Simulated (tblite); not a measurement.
C7H8O2.
Z-matrix (Å and degrees, GFN2-xTB geometry), rows numbered from 1:
```
O 
C   1  1.2092
O   2  1.3480  1  121.44
C   2  1.4673  1  124.74  3  -179.80
C   4  1.3446  2  122.73  1   176.61
C   5  1.4431  4  120.43  2  -179.52
C   6  1.3351  5  120.32  4    15.12
C   7  1.4980  6  121.05  5     0.48
C   4  1.5048  2  117.11  1    -5.86
H   3  0.9696  2  109.19  1    -0.03
H   5  1.0789  4  120.76  2    -0.12
H   6  1.0795  5  118.17  4  -167.07
H   7  1.0801  6  121.29  5   176.64
H   8  1.0909  7  110.42  6  -152.98
H   8  1.0973  7  108.10  6    90.00
H   9  1.0962  4  107.98  2   -90.51
H   9  1.0903  4  109.54  2    26.15
```

Method: GFN2-xTB as coded in tblite; computed harmonic values from a numerical Hessian at the method's own geometry, unscaled. This tight-binding method is rough: wavenumbers can miss measured ones by several per cent, in bad cases by 10 to 20. One conformer, not necessarily the lowest.

Harmonic wavenumbers (cm⁻¹): 56.2, 106.0, 177.7, 200.9, 318.7, 358.0, 473.4, 476.9, 489.6, 586.2, 598.9, 698.5, 724.3, 759.4, 779.9, 878.0, 910.2, 930.2, 973.6, 1025.8, 1039.3, 1083.5, 1113.8, 1129.1, 1152.8, 1170.5, 1213.6, 1267.3, 1279.4, 1328.0, 1353.0, 1359.6, 1458.8, 1466.4, 1605.3, 1672.6, 1740.1, 2910.4, 2928.7, 2989.9, 3006.4, 3074.5, 3090.3, 3102.2, 3459.3.

A = 3584, B = 1192, C = 917.0 MHz; mass 124.052 u (most abundant isotopes); point group C1, symmetry number 1.

What is the zero-point energy?

½Σν̃ = 29259 cm⁻¹ = 350.01 kJ/mol.

Entropy at 350 K, 1 bar (ideal gas, RRHO, classical rotation)?

Translation 172.31, rotation 122.49, vibration 102.59: S = 397.4 J/(mol K).

And Cp and H(350 K) − H(0)?

Cp = 158.70 J/(mol K), of which vibrations give 125.44 (their classical limit is 45 R = 374.2); H(350 K) − H(0) = 31.65 kJ/mol without the zero-point energy, 20.01 from vibrations.

Which modes carry the vibrational entropy at 350 K?

56.2 cm⁻¹: 20.52; 106.0 cm⁻¹: 15.29; 177.7 cm⁻¹: 11.11; 200.9 cm⁻¹: 10.14; 318.7 cm⁻¹: 6.64; 358.0 cm⁻¹: 5.81 J/(mol K); the other 39 give 33.09 together.

What must be added to the electronic energy to get the Gibbs energy at 350 K and 1 bar?

ZPE + [H(350 K) − H(0)] − T·S = 350.01 + 31.65 − 139.09 = 242.57 kJ/mol.

How do the functions run with temperature in this model?

| T (K) | S (J/(mol K)) | Cp (J/(mol K)) | H − H(0) (kJ/mol) | G − H(0) (kJ/mol) | ln q(vib) |
| --- | --- | --- | --- | --- | --- |
| 100 | 274.4 | 61.9 | 4.62 | -22.81 | 0.99 |
| 200 | 327.6 | 96.9 | 12.50 | -53.02 | 2.66 |
| 300 | 374.5 | 138.1 | 24.22 | -88.14 | 4.50 |
| 500 | 463.4 | 212.3 | 59.65 | -172.05 | 8.50 |
| 800 | 579.7 | 281.2 | 134.71 | -329.08 | 14.71 |
| 1000 | 645.7 | 309.9 | 193.98 | -451.77 | 18.68 |

q(vib) and H(0) count from the zero-point level.

Hindered rotation and anharmonicity are outside this model. Other conformers, if any are populated, would add a mixing term that is left out. The structure is chiral; the term R ln 2 for an equal mix with its mirror image is left out.

Run on x86-64 server, one thread, on a shared host. This covers the Hessian and the dipole derivatives.
